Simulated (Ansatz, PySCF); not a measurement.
Molecule: NH3, net charge 1, doublet state. 
Structure (B3LYP-D3(BJ)/def2-TZVP (Ansatz, a first-principles code) minimum search):
SMILES: [NH3+]
```xyz
4

N      0.0000     0.0000     0.0000
H      1.0252    -0.0231    -0.0127
H     -0.4924     0.8992     0.0245
H     -0.5328    -0.8762    -0.0118
```
Charge +1, spin multiplicity 2.

Total electronic energies in hartree. Correlated levels leave the core frozen unless marked. Open shells are spin-unrestricted. Spin-orbit coupling is left out. Non-relativistic unless marked X2C. Basis-set limits of correlation are two-point, X^-3; Hartree-Fock from the larger set.

```
level                                       program  energy (Eh)
------------------------------------  -------------  -----------
RI-HF/cc-pVTZ                                Ansatz    -55.90311
PBE/def2-TZVPD                               Ansatz          ___
TPSSh-D4/def2-TZVPD                   PySCF + dftd4          ___
MP2/cc-pVQZ                                  Ansatz    -56.09815
MP2/def2-QZVPPD                              Ansatz    -56.09843
RI-MP2/CBS(def2-TZVPP,def2-QZVPP)            Ansatz     -56.1079
CCSD(T)/def2-TZVPPD                          Ansatz    -56.10703
X2C-CCSD(T)/cc-pVTZ-DK                       Ansatz    -56.13431
CCSD(T)/CBS(aug-cc-pVTZ,aug-cc-pVQZ)         Ansatz     -56.1283
```

Problem. Complete the blanks.

Solution. 
- PBE/def2-TZVPD, energy (Eh): -56.13592
- TPSSh-D4/def2-TZVPD, energy (Eh): -56.21694
